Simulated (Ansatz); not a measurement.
The cluster SbTe4, relaxed as a quartet with UKS PBE-D4/def2-SVP in Ansatz, starting from the PBE-D4/def2-SVP geometry of the neutral doublet. Force threshold 0.02 eV/Å.

In the def2 sets Sb, Te take a core potential; there is no spin–orbit coupling. The relaxation made no stability test and no search for a lower SCF solution. At PBE-D4/def2-SVP a doublet of charge 0 lies 1.13 eV below the quartet, each at its own geometry. The structure comes from a short search, and lower isomers may exist.

Start:

```xyz
5

Sb   -0.359   -1.333    1.901
Te    2.005   -0.821    0.519
Te    1.069    0.024   -1.951
Te   -0.534    1.974   -0.880
Te   -2.182    0.155    0.412
```

```tsv
step	energy (eV)	largest force component (eV/Å)	SCF passes
1	-35712.1931	1.005	21
2	-35712.5407	0.417	36
3	-35712.6792	0.425	30
4	-35712.7290	0.227	30
5	-35712.7342	0.440	33
6	-35712.7606	0.100	27
7	-35712.7637	0.042	24
8	-35712.7659	0.041	25
9	-35712.7685	0.137	25
10 (rejected)	-35712.7586	0.277	29
11	-35712.7738	0.095	24
12	-35712.7812	0.114	30
13	-35712.7901	0.186	28
14 (rejected)	-35712.7728	0.483	29
15	-35712.8004	0.123	29
16	-35712.8061	0.148	29
17	-35712.8073	0.060	24
18 (rejected)	-35712.8053	0.114	24
19	-35712.8075	0.035	25
20	-35712.8080	0.017	24
21	-35712.8084	0.013	25
```

Force components are those of the run's own axes.

End:

```xyz
5

Sb   -0.288   -1.128    2.160
Te    1.853   -1.449    0.485
Te    1.415    0.599   -1.987
Te   -0.810    1.875   -1.163
Te   -2.169    0.103    0.506
```

By distances, no bond broke or formed. The bond that changes most is Te2–Te3, from 2.77 to 3.24 Å (atoms count from 1).

The force fell under the threshold at step 20, but the optimiser went on. No frequencies were taken in this run, so the end may be a saddle point.

Hardware: 4 threads of Intel Xeon 6975P-C on a shared host. Wall time 33 s.
